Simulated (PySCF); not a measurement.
C8H11P.
Bonds: C1–C2, C2–C3 (aromatic), C3–C4 (aromatic), C4–P5 (aromatic), P5–C6 (aromatic), C6–C7, C6–C8 (aromatic), C8–C9, C2–C8 (aromatic). Hydrogens: H10, H11, H12 on C1; H13 on C3; H14 on C4; H15, H16, H17 on C7; H18, H19, H20 on C9.

All values: PBE0/pcSseg-1 (PySCF, non-relativistic), on one gas-phase PBE0-D3(BJ)/def2-SVP geometry that isn't relaxed in the solvent. The solvent is an IEF-PCM continuum (Bondi radii, 1.10 Å for H, scaled by 1.2). Only the electrostatic response of the medium enters.

Gas phase at PBE0/pcSseg-1: HOMO -6.63 eV, LUMO -1.18 eV, dipole 2.46 D.

What does the continuum do to the energy, the frontier levels and the dipole at PBE0/pcSseg-1 in dichloromethane and water?

| solvent | ε | E(solvent) − E(gas) (kJ/mol) | polarisation term (kJ/mol) | distortion of the solute (kJ/mol) | HOMO (eV) | LUMO (eV) | dipole (D) |
| --- | --- | --- | --- | --- | --- | --- | --- |
| dichloromethane | 8.93 | -13.66 | -16.27 | 2.61 | -6.71 | -1.28 | 3.47 |
| water | 78.36 | -16.53 | -20.39 | 3.86 | -6.75 | -1.32 | 3.70 |

The first energy column is the sum of the next two and covers electrostatics alone. From dichloromethane to water the lowering changes by a factor 1.21, Onsager's factor (ε − 1)/(2ε + 1) by 1.17 and ε itself by 8.8.

Which radius a makes the point-dipole formula ΔE = −[(ε − 1)/(2ε + 1)]·μ²/a³ give the value in water, with the gas-phase dipole?

μ = 0.966 au and |ΔE| = 0.00629 Eh give a = 2.21 Å; the farthest nucleus lies 3.72 Å from the centroid of the nuclei, so such a sphere wouldn't even hold the nuclei. The formula assumes a rigid point dipole at the centre of a sphere.

Which Hirshfeld charges (PBE0/pcSseg-1) respond most in dichloromethane (means over atoms taken as equivalent)?

```tsv
atoms	environment	gas (e)	solvent (e)	change
P5	phosphorus bonded to 2 C	+0.059	+0.019	-0.040
H13	aromatic hydrogen	+0.045	+0.053	+0.008
C4	aromatic CH carbon	-0.115	-0.120	-0.005
H10/H11/H12	methyl hydrogen	+0.046	+0.051	+0.005
H18/H19/H20	methyl hydrogen	+0.045	+0.050	+0.005
H14	aromatic hydrogen	+0.044	+0.049	+0.005
```
